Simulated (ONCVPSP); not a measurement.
u(r) = r·R(r): atom against pseudo-atom (silicon)

Columns: radius, all-electron u(r) and pseudo u(r) of the 2p shell (level -131.86 eV) of silicon in the configuration [He] 2s2 2p6 3s1; PBEsol, non-relativistic, ONCV scheme, ONCVPSP 4.0.1.

```json
{"r (bohr)": "0.038", "all-electron": "0.0971", "pseudo": "0.0422"}
{"r (bohr)": "0.075", "all-electron": "0.2946", "pseudo": "0.1577"}
{"r (bohr)": "0.113", "all-electron": "0.5248", "pseudo": "0.3358"}
{"r (bohr)": "0.150", "all-electron": "0.7364", "pseudo": "0.5453"}
{"r (bohr)": "0.188", "all-electron": "0.9228", "pseudo": "0.7700"}
{"r (bohr)": "0.225", "all-electron": "1.0672", "pseudo": "0.9741"}
{"r (bohr)": "0.263", "all-electron": "1.1776", "pseudo": "1.1492"}
{"r (bohr)": "0.300", "all-electron": "1.2507", "pseudo": "1.2745"}
{"r (bohr)": "0.338", "all-electron": "1.2950", "pseudo": "1.3539"}
{"r (bohr)": "0.375", "all-electron": "1.3125", "pseudo": "1.3856"}
{"r (bohr)": "0.413", "all-electron": "1.3093", "pseudo": "1.3807"}
{"r (bohr)": "0.450", "all-electron": "1.2899", "pseudo": "1.3493"}
{"r (bohr)": "0.488", "all-electron": "1.2568", "pseudo": "1.2994"}
{"r (bohr)": "0.525", "all-electron": "1.2150", "pseudo": "1.2421"}
{"r (bohr)": "0.563", "all-electron": "1.1652", "pseudo": "1.1796"}
{"r (bohr)": "0.600", "all-electron": "1.1120", "pseudo": "1.1184"}
{"r (bohr)": "0.638", "all-electron": "1.0542", "pseudo": "1.0563"}
{"r (bohr)": "0.675", "all-electron": "0.9965", "pseudo": "0.9969"}
{"r (bohr)": "0.713", "all-electron": "0.9368", "pseudo": "0.9368"}
{"r (bohr)": "0.750", "all-electron": "0.8791", "pseudo": "0.8791"}
{"r (bohr)": "0.788", "all-electron": "0.8211", "pseudo": "0.8211"}
{"r (bohr)": "0.825", "all-electron": "0.7662", "pseudo": "0.7662"}
{"r (bohr)": "0.863", "all-electron": "0.7119", "pseudo": "0.7119"}
{"r (bohr)": "0.900", "all-electron": "0.6614", "pseudo": "0.6614"}
{"r (bohr)": "0.938", "all-electron": "0.6120", "pseudo": "0.6120"}
{"r (bohr)": "0.975", "all-electron": "0.5664", "pseudo": "0.5664"}
```

(1) How many radial nodes do the two functions have?

(2) At about which radius was the pseudo-wave matched?

(3) Is the pseudo-wave norm-conserving?

Answers

(1) The all-electron 2p function has n − l − 1 = 0; the pseudo-wave has 0.

(2) 0.75 bohr. The columns agree to 0.0005 from 0.68 bohr on; several derivatives are matched, so the curves merge somewhat inside the radius.

(3) Yes: the ONCV scheme keeps the norm inside the radius equal to the all-electron one, which fixes the energy derivative of the logarithmic derivative at the level.
